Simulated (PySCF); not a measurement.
# Structure elucidation problem

The spectra below were simulated for a compound C5H10O2.

¹H NMR (300 MHz, computed): δ 4.69 (sept, J = 7.1 Hz, 1H), 1.96 (s, 3H), 1.17 (d, J = 7.1 Hz, 6H).

¹³C{¹H} NMR (computed): δ 173.6 (C), 66.6 (CH), 22.5 (CH3), 22.5 (CH3).

PySCF calculation with shielding tensors at PBE0/pcSseg-1 (GIAO), B3LYP/pcJ-1 coupling constants (without the spin–dipole term) and geometry: PBE0-D3(BJ)/def2-SVP; gas phase, a single conformation, no relativistic terms, one averaged value for each set of equivalent atoms.

Referencing at the same level of theory: TMS for ¹H, ¹³C.

Choose the structure that fits.
A. CCCOC(C)=O
B. CC(=O)OC(C)C
C. CC(C)(C)C(=O)O
D. CCOC(=O)CC

Results:

B. 

1. The formula gives 1 degree of unsaturation (no ring in the answer).
2. 4 carbon signals for 5 carbons: some carbons are equivalent by symmetry or fast rotation.
3. Carbon types of the structure: 1 × C, 1 × CH, 3 × CH3, which accounts for all hydrogens.
4. δC 173.6: ester carbonyl carbon; lone-pair donation from the attached heteroatom keeps it upfield of a ketone carbonyl.
5. δC 66.6: sp3 CH bonded to O; the inductive effect lowers its shielding.
6. δC 22.5: methyl carbon α to a carbonyl; α to the electron-withdrawing carbonyl group.
7. δH 4.69: hydrogen on an sp3 CH bonded to O; its carbon carries O, hence the downfield position.
8. δH 1.96: hydrogen on a methyl carbon α to a carbonyl; α to C=O.
9. The protons at 4.69 and 1.17 share a coupling of 7.1 Hz (vicinal).

The others: CCCOC(C)=O would give 5 carbon signals, not 4; CC(C)(C)C(=O)O would give 3 carbon signals, not 4; CCOC(=O)CC would give 5 carbon signals, not 4.

Splittings below 1 Hz are ignored in the labels, and close J values are merged. Unscaled 3J(H,H) at this level run about 10 % above measured values. Shifts are as computed. Against solution values, carbons near 30 ppm lie about +2 ppm off and those near 130 ppm about +5 ppm. Of 1211 compounds with measured shifts, 218 miss one by over three times the rms of a fit or turn the order of signals round; such compounds aren't used in these exercises.
